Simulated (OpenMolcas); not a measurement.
In2+: from RASSCF to RASPT2

```json
{
  "Program": "OpenMolcas 26.06",
  "Basis": "ANO-R3 [8s7p5d3f2g1h]",
  "Scalar Hamiltonian": "X2C, finite nucleus",
  "Active space": "1 electron in 9 orbitals (RAS2 5s 5p; RAS3 5d, at most 1 electron)",
  "State averaging": "2S+1 = 2 even, 1 root; 2S+1 = 2 odd, 3 roots",
  "Spin-orbit coupling": "RASSI with atomic mean-field integrals over the reference wave functions, term energies averaged over their components"
}
```

Methods on the same reference wave functions:
A. RASSCF
B. SS-RASPT2, IPEA 0.25 Eh, imaginary shift 0.1 Eh (closed shells correlated: 4d)

Energies in cm⁻¹ above 5s ²S_1/2, the measured ground level; measured values from Moore, Atomic Energy Levels, vol. III, NSRDS-NBS 35 (1971 reprint of NBS Circular 467, 1958).

```tsv
Level	A	B	Measured
5s ²S_1/2	0.0	0.0	0.0
5p ²P°_1/2	54305	58017	57181
5p ²P°_3/2	57895	61606	61523
```

Deviations, from unrounded energies. A percentage is the sum of absolute deviations over the sum of measured energies, with the sign that they share, or ± where signs differ.

| Against measurement | Levels | A | B |
| --- | --- | --- | --- |
| mean absolute deviation (cm-1) | 2 | 3300 | 460 |
| other configurations (%) | 2 | -5.5 | +0.8 |

B lies closest to measurement on these levels. The largest miss of B in the table is 5p ²P°_1/2, by +840 cm-1. The ranking rests on the paired levels alone, and a cruder setting can come out closer through cancelling errors.

The lowest spin-free term lies below A's lowest term by 0.432 hartree in B.

With one active electron outside closed inactive shells, the extra shells (5d) add no correlation to the reference. With one active electron the reference holds no correlation, so core polarisation is missing (holds for A). With one active electron, CASPT2 adds the correlation within the correlated inactive shells and between them and that electron, and leaves the splitting within a term as the reference gives it (holds for B). Computed and measured levels are paired by configuration, term and J; levels that our copy of the source lacks, or whose pairing is in doubt (as where it misses far off the trend of its configuration), stay unpaired and out of the deviations. Levels of configurations outside the active space are missing.

° marks odd parity.
